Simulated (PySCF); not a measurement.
Interval between two levels of Rh²⁺ by level of theory

Rh²⁺ [Kr] 4d7 [4F9/2, M_J = 9/2] → Rh²⁺ [Kr] 4d6 5s1 [6D9/2, M_J = 9/2], as a difference of total energies. Computed with PySCF 2.14 in x2c-SVPall-2c with one added diffuse shell each of s, p, d type (7s9p7d1f, 76 functions), with the two-component X2C-1e Hamiltonian. Correlated levels: [Ar] 3d10 frozen; the 6 highest virtual spinors dropped. "Screened" scales the spin-orbit matrix elements by Boettger's factors to mimic the two-electron term; Breit and QED terms are absent.

| method | interval between two levels (cm⁻¹) |
| --- | --- |
| GHF (spin-free) | 40199 |
| GMP2 (spin-free) | 42625 |
| GHF (screened spin-orbit) | 40682 |
| GMP2 (screened spin-orbit) | 43134 |

The labels give the starting determinants; with spin-orbit coupling the two ends relaxed to ⟨J²⟩ = 24.76, ⟨L²⟩ = 12.16, ⟨S²⟩ = 3.71 and ⟨J²⟩ = 24.76, ⟨L²⟩ = 6.08, ⟨S²⟩ = 8.71.
